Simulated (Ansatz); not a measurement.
Coupled-cluster run, FH₂NS₂Si (`N[Si]1(F)SS1`).

```yaml
crystal:
  periodic: [false, false, false]
  atoms:
    - {symbol: N, position_ang: [0.526642, 0.168879, 1.062678]}
    - {symbol: Si, position_ang: [-0.178506, -0.301223, -0.381110]}
    - {symbol: F, position_ang: [-0.192970, -1.884102, -0.336542]}
    - {symbol: S, position_ang: [-1.791143, 0.680219, -1.251641]}
    - {symbol: S, position_ang: [0.182192, 0.634320, -2.202315]}
    - {symbol: H, position_ang: [0.670940, 1.129776, 1.317024]}
    - {symbol: H, position_ang: [0.844045, -0.495769, 1.746207]}
basis:
  gaussian: {orbitals: def2-TZVPP}
correlation: {method: ccsd_t}
output: {orbitals: {seedname: orbitals}}
```

```sh
$ ansatz run in.yaml --threads 2 --pin off --events-out ev --progress --plain --max-ram 4352MiB
```

Output of Ansatz, abridged:

```
Functional definition: HF
1286 factors; integrals over basis functions are off by at most 9.7e-4 eV
mean field evaluation 1: about -33719.4223 eV, gradient 4.0e1 eV
mean field evaluation 2: about -33719.8032 eV, gradient 4.0e1 eV
mean field evaluation 4: about -33722.8901 eV, gradient 3.0e0 eV
mean field evaluation 8: about -33722.9432 eV, gradient 3.1e-1 eV
mean field evaluation 16: about -33722.9440 eV, gradient 2.2e-6 eV
mean field -33722.94404422 eV, -1239.2953353927 hartree, gradient 2.2e-6 eV, S^2 0.000000; 0 other end points of the search recorded, 0 dependent functions left out
17 core orbitals not correlated: weight in the atoms' cores, before any rotation towards them, 1.000 or more for the frozen orbitals, at most 0.000 for the correlated occupied ones
reference -33722.94404422 eV, -1239.2953353927 hartree; 15, 15 occupied and 184, 184 virtual orbitals, 1286 factors
second order -24.76358916 eV of doubles, -0.00000000 eV of singles
cycle   1  -24.98780934 eV  change   -2.2e-1 eV  update   1.1e-1
cycle   2  -25.55766473 eV  change   -5.7e-1 eV  update   3.2e-2
cycle   3  -25.68306373 eV  change   -1.3e-1 eV  update   1.5e-2
cycle   4  -25.66978567 eV  change    1.3e-2 eV  update   3.6e-3
cycle   5  -25.66801088 eV  change    1.8e-3 eV  update   1.6e-3
cycle   6  -25.66870082 eV  change   -6.9e-4 eV  update   6.2e-4
cycle   7  -25.66826019 eV  change    4.4e-4 eV  update   2.8e-4
cycle   8  -25.66822124 eV  change    3.9e-5 eV  update   1.2e-4
cycle   9  -25.66828224 eV  change   -6.1e-5 eV  update   5.7e-5
cycle  10  -25.66826429 eV  change    1.8e-5 eV  update   2.4e-5
perturbative correction -1.13516362 eV, -0.0417164934 hartree
Total energy: -33749.74747213 eV, -1240.2803432002 hartree
```

Run time 120 s (2 threads of an Arm Neoverse V2 on a shared host); peak host memory 3 GiB.

MP2 recovers 92.4 % of the CCSD(T) correlation energy and the triples give 4.2 %; T1 = 0.0122.
